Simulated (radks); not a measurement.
Results of a calculation; reference values are marked as such.
All-electron atom: Cu+ in [Ar] 3d10. Code: a radial shooting solver on a logarithmic mesh with Libxc functionals. Model: non-relativistic Kohn-Sham, MS2 meta-GGA, spin-polarised, spherical densities, point nucleus; meta-GGA in the generalised Kohn-Sham scheme.

Unscreened Slater integrals over Kohn-Sham orbitals (cm^-1). They are taken over the spin-up orbitals.

integral,value
"F0(3d,3d)",207030
"F2(3d,3d)",92023
"F4(3d,3d)",56585
"F0(3d,3p)",231360
"F2(3d,3p)",106440
"G1(3d,3p)",131410
"G3(3d,3p)",79053
"F0(3d,3s)",235620
"G2(3d,3s)",98703
"F0(3p,3p)",263250
"F2(3p,3p)",131530
"F0(3p,3s)",268580
"G1(3p,3s)",177900
"F0(3s,3s)",274390
